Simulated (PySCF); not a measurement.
Nb(O)(OH)(Me)2 (C2H7NbO2), SMILES [CH3][Nb]([CH3])(=[O])[OH], multiplicity 1.

Geometry optimised at PBE-D3(BJ)/def2-SVP. The spin state was assumed, not searched. The def2 effective core potentials stand for the cores of Nb; spin–orbit coupling is left out. One conformer was computed; it need not be the lowest.

Level of theory: PBE-D3(BJ)/def2-SVP run with PySCF 2.14.0.

Frequencies are harmonic and unscaled.

Computed normal modes with their intensities:
```json
[
 {"mode": "1", "ν (cm⁻¹)": "74", "IR (km/mol)": "0.1", "moving atoms (share of kinetic energy)": "H 97 %"},
 {"mode": "2", "ν (cm⁻¹)": "94", "IR (km/mol)": "0.5", "moving atoms (share of kinetic energy)": "H 98 %"},
 {"mode": "3", "ν (cm⁻¹)": "140", "IR (km/mol)": "0.1", "moving atoms (share of kinetic energy)": "C 53 %, H 36 %, Nb 9 %"},
 {"mode": "4", "ν (cm⁻¹)": "156", "IR (km/mol)": "0.6", "moving atoms (share of kinetic energy)": "O 43 %, H 29 %, C 21 %"},
 {"mode": "5", "ν (cm⁻¹)": "158", "IR (km/mol)": "1.0", "moving atoms (share of kinetic energy)": "O 29 %, H 27 %, C 26 %, Nb 18 %"},
 {"mode": "6", "ν (cm⁻¹)": "204", "IR (km/mol)": "0.1", "moving atoms (share of kinetic energy)": "O 56 %, H 20 %, C 15 %, Nb 9 %"},
 {"mode": "7", "ν (cm⁻¹)": "220", "IR (km/mol)": "13.3", "moving atoms (share of kinetic energy)": "O 74 %, H 13 %, Nb 9 %"},
 {"mode": "8", "ν (cm⁻¹)": "399", "IR (km/mol)": "70.0", "moving atoms (share of kinetic energy)": "H 84 %, O 13 %"},
 {"mode": "9", "ν (cm⁻¹)": "432", "IR (km/mol)": "0.0", "moving atoms (share of kinetic energy)": "H 68 %, C 28 %"},
 {"mode": "10", "ν (cm⁻¹)": "505", "IR (km/mol)": "62.9", "moving atoms (share of kinetic energy)": "H 57 %, C 33 %, O 8 %"},
 {"mode": "11", "ν (cm⁻¹)": "524", "IR (km/mol)": "34.6", "moving atoms (share of kinetic energy)": "H 53 %, C 37 %"},
 {"mode": "12", "ν (cm⁻¹)": "541", "IR (km/mol)": "82.6", "moving atoms (share of kinetic energy)": "H 61 %, C 20 %, O 17 %"},
 {"mode": "13", "ν (cm⁻¹)": "552", "IR (km/mol)": "74.2", "moving atoms (share of kinetic energy)": "H 48 %, C 37 %, Nb 12 %"},
 {"mode": "14", "ν (cm⁻¹)": "573", "IR (km/mol)": "24.3", "moving atoms (share of kinetic energy)": "H 76 %, C 19 %"},
 {"mode": "15", "ν (cm⁻¹)": "576", "IR (km/mol)": "37.7", "moving atoms (share of kinetic energy)": "H 60 %, C 28 %, Nb 9 %"},
 {"mode": "16", "ν (cm⁻¹)": "723", "IR (km/mol)": "97.1", "moving atoms (share of kinetic energy)": "O 67 %, Nb 19 %, H 13 %"},
 {"mode": "17", "ν (cm⁻¹)": "989", "IR (km/mol)": "139.5", "moving atoms (share of kinetic energy)": "O 84 %, Nb 16 %"},
 {"mode": "18", "ν (cm⁻¹)": "1120", "IR (km/mol)": "7.6", "moving atoms (share of kinetic energy)": "H 78 %, C 22 %"},
 {"mode": "19", "ν (cm⁻¹)": "1128", "IR (km/mol)": "8.5", "moving atoms (share of kinetic energy)": "H 79 %, C 21 %"},
 {"mode": "20", "ν (cm⁻¹)": "1337", "IR (km/mol)": "14.1", "moving atoms (share of kinetic energy)": "H 94 %"},
 {"mode": "21", "ν (cm⁻¹)": "1345", "IR (km/mol)": "4.6", "moving atoms (share of kinetic energy)": "H 95 %"},
 {"mode": "22", "ν (cm⁻¹)": "1349", "IR (km/mol)": "0.2", "moving atoms (share of kinetic energy)": "H 95 %"},
 {"mode": "23", "ν (cm⁻¹)": "1355", "IR (km/mol)": "15.5", "moving atoms (share of kinetic energy)": "H 95 %"},
 {"mode": "24", "ν (cm⁻¹)": "2941", "IR (km/mol)": "2.0", "moving atoms (share of kinetic energy)": "H 97 %"},
 {"mode": "25", "ν (cm⁻¹)": "2943", "IR (km/mol)": "0.6", "moving atoms (share of kinetic energy)": "H 97 %"},
 {"mode": "26", "ν (cm⁻¹)": "3039", "IR (km/mol)": "0.8", "moving atoms (share of kinetic energy)": "H 91 %, C 9 %"},
 {"mode": "27", "ν (cm⁻¹)": "3041", "IR (km/mol)": "8.0", "moving atoms (share of kinetic energy)": "H 91 %, C 9 %"},
 {"mode": "28", "ν (cm⁻¹)": "3060", "IR (km/mol)": "3.3", "moving atoms (share of kinetic energy)": "H 91 %, C 9 %"},
 {"mode": "29", "ν (cm⁻¹)": "3060", "IR (km/mol)": "0.2", "moving atoms (share of kinetic energy)": "H 91 %, C 9 %"},
 {"mode": "30", "ν (cm⁻¹)": "3766", "IR (km/mol)": "212.1", "moving atoms (share of kinetic energy)": "H 94 %"}
]
```
